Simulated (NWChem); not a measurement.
Molecule: C2H3FN2Si; SMILES N#C/N=C\[SiH2]F

Results from NWChem. Pople sets run with spherical d functions. Each level has its own optimisation; frequencies are unscaled. Brackets give each atom's bonded neighbours. One conformer.

```tsv
level	r C–N [C(NN)–N(C)] (Å)	r C–N [C(NN)–N(CC)] (Å)	r C–N [C(HNSi)–N(CC)] (Å)	r C–Si (Å)	highest harmonic frequency (cm⁻¹)	lowest (cm⁻¹)	zero-point energy (kcal/mol)	dipole (D)
Hartree-Fock/STO-3G	1.159	1.418	1.291	1.881	3624	38	36.9	2.91
B3LYP/3-21G	1.173	1.346	1.295	1.918	3118	41	30.9	2.58
B3LYP/6-31G*	1.169	1.345	1.291	1.909	3109	53	31.3	2.95
```
